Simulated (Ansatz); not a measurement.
Basis sets compared for `CN(C)c1ccc(F)c(C#N)c1N(C)C`. Charge 0, multiplicity 1. Geometry r2SCAN-D4/def2-SVP. Ansatz on 4 threads of Arm Neoverse V2 on a shared host; times are rough, and most runs start from earlier orbitals.

Cartesian coordinates in Å:
```
C -1.865 -0.954 1.141
N -1.068 -1.364 -0.007
C -1.672 -2.454 -0.738
C -0.466 -0.333 -0.756
C -0.780 -0.150 -2.111
C -0.237 0.879 -2.885
C 0.655 1.746 -2.285
F 1.207 2.735 -2.992
C 1.049 1.587 -0.941
C 2.125 2.401 -0.483
N 3.025 3.059 -0.140
C 0.489 0.548 -0.140
N 0.838 0.400 1.196
C 1.131 1.530 2.055
C 1.340 -0.873 1.680
H -1.347 -0.163 1.698
H -2.863 -0.574 0.836
H -2.016 -1.815 1.812
H -0.985 -2.821 -1.515
H -2.637 -2.187 -1.222
H -1.876 -3.280 -0.038
H -1.519 -0.807 -2.573
H -0.514 1.023 -3.931
H 0.744 1.308 3.066
H 0.622 2.431 1.685
H 2.209 1.755 2.144
H 0.966 -1.689 1.050
H 2.448 -0.890 1.681
H 0.996 -1.047 2.714
```

Binding counts from free atoms (C triplet, N quartet, F doublet, H doublet) in the same basis, without a counterpoise term.

```csv
level,functions,energy (Eh),HOMO (eV),LUMO (eV),binding per atom (eV),wall time
PBE-D4/def2-SVP,280,-690.3442,-4.74,-1.93,4.84,7 s
PBE0-D4/def2-SVP,280,-690.3909,-5.85,-1.23,4.72,13 s
```

Question: Estimate the rows for PBE-D4/def2-TZVP (with forces), PBE0-D4/def2-TZVP.

Answer: 
```
                         level  functions  energy (Eh)  HOMO (eV)  LUMO (eV)  binding per atom (eV)  wall time
PBE-D4/def2-TZVP (with forces)        549    -691.0992      -4.86      -2.11                   4.77       18 s
             PBE0-D4/def2-TZVP        549    -691.1374      -5.92      -1.36                   4.65       36 s
```
